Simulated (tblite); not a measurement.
Compound: C7H6F (doublet state).
Numbering: `[C:1]#[C:2][C@@H:3]1[CH2:4][C@:5]12[CH2:6][C@@H:7]2[F:8]` (hydrogens: H9 on C3; H10, H11 on C4; H12, H13 on C6; H14 on C7)
Bond orders are those of one Lewis drawing.

Computed with GFN2-xTB (tblite), gas phase: L-BFGS steps from a force-field or distance-geometry start until the largest atomic force falls under 0.01 eV/Å.

Geometry at step 3:
```
atom  x, y, z in Å
C1      2.3759    1.9251   -0.9442
C2      1.7373    1.2290   -0.2067
C3      1.0212    0.3489    0.6774
C4      0.9705   -1.1249    0.3696
C5     -0.1918   -0.2567    0.1054
C6     -1.0856    0.0482   -1.0580
C7     -1.6442   -0.0495    0.3224
F8     -1.9820    1.1344    0.8897
H9      1.0361    0.5854    1.7398
H10     1.0255   -1.7739    1.2222
H11     1.4856   -1.4823   -0.5114
H12    -1.3694   -0.7495   -1.7154
H13    -1.0615    1.0291   -1.5062
H14    -2.3182   -0.8637    0.5932
```

Problem. What forces act on the atoms?

Solution. 
```
atom  Fx (eV/Å)  Fy (eV/Å)  Fz (eV/Å)
  C1     -0.034     -0.127      0.122
  C2      0.258      0.332      0.012
  C3      0.387      0.265     -0.003
  C4      0.153     -0.236     -0.243
  C5     -0.962      0.009     -0.254
  C6      0.173      0.003      0.094
  C7      0.109     -0.431      0.177
  F8     -0.331      0.089      0.421
  H9      0.007      0.321     -0.251
 H10     -0.208     -0.310      0.090
 H11      0.073     -0.051      0.066
 H12      0.168     -0.180     -0.326
 H13      0.142      0.014     -0.033
 H14      0.065      0.301      0.127
```

The largest, 1.00 eV/Å, acts on C5; the rms over all components is 0.256 eV/Å. The forces sum to zero within rounding, as they must for an isolated molecule in no field.

Problem. Give the force on C5 in Eh/bohr and in nN.

Solution. 0.995 eV/Å ÷ 51.422 = 0.01935 Eh/bohr, and 0.995 eV/Å × 1.602 = 1.59 nN.

Problem. How far is this geometry from the end of the optimisation?

Solution. 0.129 eV above it, and 0.153 Å rms away after alignment. The bonds farthest from their final lengths, with half the difference of the two atoms' forces along the bond (positive lengthens):

```
  bond  now (Å)  final (Å)  force along bond (eV/Å)
 C3–C5    1.471      1.486                    +0.66
 C6–C7    1.492      1.507                    +0.06
 C5–C6    1.498      1.485                    -0.47
 C3–C4    1.506      1.518                    +0.27
 C7–F8    1.356      1.364                    +0.33
C6–H12    1.072      1.080                    +0.20
```

The angle farthest from its final value is C1–C2–C3, 177.3° against 169.7°.

Of the 4 listed bonds off by 0.010 Å or more, this force points towards the final length in 4.

The cost below is that of the whole relaxation. Hardware: Arm Neoverse V1, one thread, no GPU (shared host). Cost: 0.43 s wall.
